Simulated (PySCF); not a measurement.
C₄H₁₂Ge, charge +1, doublet, at a GFN2-xTB geometry (a state made from the parent by changing its charge; the spin is typed, not shown lowest). Base run: PBE0/STO-3G (PySCF).

Here is a job for PySCF.
```python
from pyscf import gto, scf, dft

mol = gto.M(
    atom='''
C    -0.48205252   -0.96009797   -1.71425244
Ge   -0.00000000   -0.00000000    0.00000000
C     0.13979984    1.92665059   -0.60108043
C    -1.38582476   -0.69750621    1.29838323
C     1.72807744   -0.26904641    1.01694964
H    -1.45657332   -0.64326760   -2.07542220
H    -0.49790885   -2.02649429   -1.50552665
H     0.27774436   -0.72083335   -2.45355596
H     0.31669866    2.53824831    0.27964314
H    -0.79965512    2.19475665   -1.07716035
H     0.95675581    2.05479757   -1.30583369
H    -2.36690453   -0.51581762    0.86769691
H    -1.25368661   -1.76188944    1.47200266
H    -1.26648825   -0.15660439    2.23341937
H     1.78839900   -1.31731892    1.29729694
H     2.54811473    0.00406360    0.35818660
H     1.75350412    0.35035948    1.90925323
''',
    basis='sto-3g',
    charge=1,
    spin=1,
    verbose=4,
)

mf = dft.UKS(mol)
mf.xc = 'pbe0'
mf.kernel()
```

The base run was repeated with changes; each row names its change, and settings that it needs were set with it.

| change | ΔE vs base (µEh) | grid points | electrons on the grid |
|---|---|---|---|
| base | 0.0 | 194808 | 67.00002 |
| grids.atom_grid = (30, 110) | -1004 | 41904 | 67.00023 |
| grids.atom_grid = (50, 194) | -346 | 112232 | 67.00010 |
| grids.atom_grid = (99, 590) | 1.3 | 552512 | 67.00000 |
| grids.becke_scheme = stratmann | 0.5 | 194808 | 67.00001 |
| grids.radi_method = delley | 0.9 | 210352 | 67.00002 |
| grids.level = 4 | 1.3 | 333120 | 67.00000 |
| grids.prune = off | -0.1 | 310864 | 67.00002 |
| grids.level = 7 | 1.7 | 1034896 | 67.00000 |
| grids.prune = dft.gen_grid.treutler_prune | -3.6 | 169096 | 67.00002 |
| grids.radi_method = gauss_chebyshev | -1.4 | 190792 | 67.00002 |

Open shells are given as the SCF converged; they aren't shown to be the lowest states, and a large step between rows can be another state.
